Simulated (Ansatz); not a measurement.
Reaction (hydrogenolysis of a Te–C bond): `C=C[Te][SiH3]` + H₂ → `[SiH3][TeH]` + `C=C`

Isolated molecules relaxed with PBE0-D4/def2-TZVP in Ansatz; ΔE leaves out vibrations. CCSD(T)/CBS adds triple-zeta CCSD(T) − MP2 to the extrapolated MP2 energy (def2 sets, frozen cores). This one scheme is used for every species. DFT in def2-TZVPP. B3LYP here is the variant with VWN-RPA as its local correlation; programs differ in this. Elements past krypton have def2 core potentials. For Te outer-core shells are correlated without core-valence functions, which leaves a few kJ/mol of doubt a bond. Each species was taken in one conformer, which may not be the lowest.

`C=C[Te][SiH3]`:

Z-matrix (Å, degrees):
```
Si
Te 1 2.490
H 1 1.485 2 106.7
H 1 1.485 2 112.2 3 120.1
H 1 1.486 2 109.3 3 -119.0
C 2 2.104 1 93.6 3 168.2
C 6 1.324 2 123.2 1 135.6
H 6 1.085 2 115.2 1 -48.2
H 7 1.086 6 120.5 2 175.6
H 7 1.084 6 122.5 2 -4.3
```

H₂:

Cartesian coordinates in Å:
```
H 0.284 0.099 -0.220
H -0.284 -0.099 0.220
```

`[SiH3][TeH]`:

```xyz
6

Si   -0.230    0.047   -0.605
Te    1.338    0.480    1.285
H    -1.597    0.538   -0.300
H     0.333    0.804   -1.750
H    -0.291   -1.398   -0.937
H     0.445   -0.470    2.308
```

`C=C`:

```xyz
6

C    -0.524   -0.396   -0.077
C     0.524    0.396    0.077
H    -0.933   -0.615   -1.058
H    -1.018   -0.859    0.770
H     0.933    0.615    1.058
H     1.018    0.859   -0.770
```

Task: Is it downhill or uphill in electronic energy at CCSD(T)/CBS, and by how much? (Best estimate.)

Result: Ansatz gave: Downhill: ΔE = -11.9 kcal/mol.

Task: What do these levels give: LDA (SPW92), r2SCAN-D4, B97M-V, B3LYP-D4, r2SCANh-D4, PBE, r2SCAN0, LC-ωPBE, MP2/def2-TZVPP, SCS-MP2/def2-TZVPP, CCSD/def2-TZVPP, CCSD/CBS(def2)? (An estimate is asked.)

Result: The calculation gave: LDA (SPW92) -12.3, r2SCAN-D4 -12.2, B97M-V -14.4, B3LYP-D4 -12.6, r2SCANh-D4 -12.8, PBE -12.8, r2SCAN0 -14.3, LC-ωPBE -15.6, MP2/def2-TZVPP -10.0, SCS-MP2/def2-TZVPP -11.8, CCSD/def2-TZVPP -14.8, CCSD/CBS(def2) -13.8 kcal/mol.

Task: What do rigid-rotor, harmonic-oscillator terms from PBE0-D4/def2-TZVP frequencies (298.15 K, 1 bar) make of the CCSD(T)/CBS value? (Best estimate.)

Result: Ansatz gave: ΔZPE = +3.4 kcal/mol, ΔH = -9.5 kcal/mol, ΔS = 22 J/(mol·K), ΔG = -11.1 kcal/mol. Modes under 50 cm⁻¹ make the entropy rough.

Largest T1 diagnostic among the species: 0.011.

At CCSD(T), def2-SVP lies −4.9 kcal/mol from the extrapolated value and def2-TZVPP −1.0 kcal/mol. From BLYP to BHLYP (50 % exact exchange), in def2-TZVPP and without D4, ΔE moves by −3.0 kcal/mol.
